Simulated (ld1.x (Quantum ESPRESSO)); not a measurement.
# u(r) = r·R(r): atom against pseudo-atom (Cl)

Columns: radius, all-electron u(r) and pseudo u(r) of the 3p shell (level -13.87 eV) of chlorine in the configuration [Ne] 3s2 3p4.5; PW91, scalar-relativistic, ultrasoft scheme, ld1.x (Quantum ESPRESSO) 7.5.

```
r (bohr)  all-electron   pseudo
   0.072        0.1311  -0.0075
   0.145        0.2947  -0.0299
   0.217        0.3696  -0.0656
   0.290        0.3569  -0.1138
   0.362        0.2819  -0.1709
   0.435        0.1684  -0.2358
   0.507        0.0395  -0.3040
   0.580       -0.0947  -0.3745
   0.652       -0.2216  -0.4429
   0.725       -0.3395  -0.5088
   0.798       -0.4436  -0.5693
   0.870       -0.5320  -0.6226
   0.942       -0.6062  -0.6686
   1.015       -0.6674  -0.7076
   1.088       -0.7151  -0.7389
   1.160       -0.7502  -0.7627
   1.232       -0.7745  -0.7799
   1.305       -0.7896  -0.7911
   1.378       -0.7962  -0.7963
   1.450       -0.7957  -0.7957
   1.522       -0.7894  -0.7894
   1.595       -0.7782  -0.7782
   1.668       -0.7629  -0.7629
   1.740       -0.7447  -0.7447
   1.812       -0.7240  -0.7240
   1.885       -0.7012  -0.7012
```

(1) How many radial nodes do the two functions have?

(2) At about which radius was the pseudo-wave matched?

(3) Is the pseudo-wave norm-conserving?

## Answers

(1) The all-electron 3p function has n − l − 1 = 1; the pseudo-wave has 0, since the states of the same l below it are removed with the core.

(2) 1.45 bohr, where the columns begin to agree (steps of 0.07 bohr).

(3) No, it belongs to an ultrasoft set: the norm inside the radius is not constrained, and the difference is carried by the augmentation charge.
